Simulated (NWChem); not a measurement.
System: KF; SMILES [K][F]

NWChem input:

```
start job
memory heap 200 mb stack 900 mb global 1100 mb
geometry units angstroms noautosym nocenter noautoz
  K      0.000000     0.000000    -0.726899
  F      0.000000     0.000000     1.449041
end
basis spherical
  * library 6-311g**
end
dft
  xc b3lyp
  iterations 150
end
property
  shielding
  efieldgrad
end
task dft property
```

Parts of the log:

```
             Northwest Computational Chemistry Package (NWChem) 7.3.0
             --------------------------------------------------------

                             Geometry "geometry" -> ""
                             -------------------------

 Output coordinates in angstroms (scale by  1.889725989 to convert to a.u.)

  No.       Tag          Charge          X              Y              Z
 ---- ---------------- ---------- -------------- -------------- --------------
    1 K                   19.0000     0.00000000     0.00000000    -0.72689900
    2 F                    9.0000     0.00000000     0.00000000     1.44904100

 Effective nuclear repulsion energy (a.u.)      41.5863073334

                              NWChem Property Module
                              ----------------------

  itol2e modified to match energy
  convergence criterion.

                                 NWChem DFT Module
                                 -----------------

 Summary of "ao basis" -> "ao basis" (spherical)
 ------------------------------------------------------------------------------
       Tag                 Description            Shells   Functions and Types
 ---------------- ------------------------------  ------  ---------------------
 K                          6-311g**                17       39   8s7p2d
 F                          6-311g**                 8       18   4s3p1d

  itol2e modified to match energy
  convergence criterion.

            General Information
            -------------------
          SCF calculation type: DFT
          Wavefunction type:  closed shell.
          No. of atoms     :     2
          No. of electrons :    28
           Alpha electrons :    14
            Beta electrons :    14
          Charge           :     0
          Spin multiplicity:     1
          Use of symmetry is: off; symmetry adaption is: off
          Maximum number of iterations: 150
          AO basis - number of functions:    57
                     number of shells:    25
          Convergence on energy requested:  1.00D-07
          Convergence on density requested:  1.00D-05
          Convergence on gradient requested:  5.00D-04

              XC Information
              --------------
                         B3LYP Method XC Potential
                     Hartree-Fock (Exact) Exchange  0.200
                        Slater Exchange Functional  0.800 local
                    Becke 1988 Exchange Functional  0.720 non-local
              Lee-Yang-Parr Correlation Functional  0.810
                  VWN I RPA Correlation Functional  0.190 local

             Grid Information
             ----------------
          Grid used for XC integration:  fine
          Radial quadrature: Mura-Knowles
          Angular quadrature: Lebedev.
          Tag              B.-S. Rad. Rad. Pts. Rad. Cut. Ang. Pts.
          ---              ---------- --------- --------- ---------
          K                   2.20      140          14.0       974
          F                   0.50       70           8.0       590
          Grid pruning is: on
          Number of quadrature shells:   210
          Spatial weights used:  Erf1

      Superposition of Atomic Density Guess
      -------------------------------------

 Sum of atomic energies:        -698.55419728

      Non-variational initial energy
      ------------------------------

[...]

          -----------------------------------------
          Chemical Shielding Tensors (GIAO, in ppm)
          -----------------------------------------

                                NWChem CPHF Module
                                ------------------

  scftype          =     RHF
  nclosed          =       14
  nopen            =        0
  variables        =      602
  # of vectors     =        3
  tolerance        = 0.10D-03
  level shift      = 0.00D+00
  max iterations   =       50
  max subspace     =       30

 SCF residual:    1.5438246402069773E-004

Iterative solution of linear equations
  No. of variables      602
  No. of equations        3
  Maximum subspace       30
        Iterations       50
       Convergence  1.0D-04

   iter   nsub   residual    time
   ----  ------  --------  ---------
     1      3    2.62D-01       9.2
     2      6    6.82D-03      10.8
     3      9    6.28D-04      12.4
     4     12    2.96D-05      14.0

      Atom:    1  K
        Diamagnetic
   1326.5095     -0.0000     -0.0000
     -0.0000   1326.5095      0.0000
     -0.0000      0.0000   1329.8039

        Paramagnetic
    -80.9151     -0.0000      0.0000
     -0.0000    -80.9151     -0.0000
      0.0000     -0.0000      0.0000

        Total Shielding Tensor
   1245.5944     -0.0000      0.0000
     -0.0000   1245.5944     -0.0000
      0.0000     -0.0000   1329.8039

           isotropic =    1273.6642
          anisotropy =      84.2095

          Principal Components and Axis System
                 1           2           3
             1329.8039   1245.5944   1245.5944

      1         0.0000     -0.6467      0.7628
      2        -0.0000      0.7628      0.6467
      3         1.0000      0.0000      0.0000

      Atom:    2  F
        Diamagnetic
    471.1864      0.0000     -0.0000
      0.0000    471.1864      0.0000
     -0.0000      0.0000    485.8305

        Paramagnetic
   -372.3222     -0.0000      0.0000
     -0.0000   -372.3222     -0.0000
      0.0000     -0.0000     -0.0000

        Total Shielding Tensor
     98.8642     -0.0000      0.0000
     -0.0000     98.8642     -0.0000
      0.0000     -0.0000    485.8305

           isotropic =     227.8530
          anisotropy =     386.9663

          Principal Components and Axis System
                 1           2           3
              485.8305     98.8642     98.8642

      1         0.0000     -0.6746      0.7382
      2        -0.0000      0.7382      0.6746
      3         1.0000      0.0000      0.0000
```

Level: B3LYP/6-311G** (spherical d), GIAO. Geometry: optimised at B3LYP/6-31G* (spherical d). B3LYP is NWChem's, with the RPA form of VWN correlation. NWChem prints the field gradient with the sign opposite to the second derivative of the potential. The printed shielding anisotropy is the first printed principal value minus the mean of the other two.
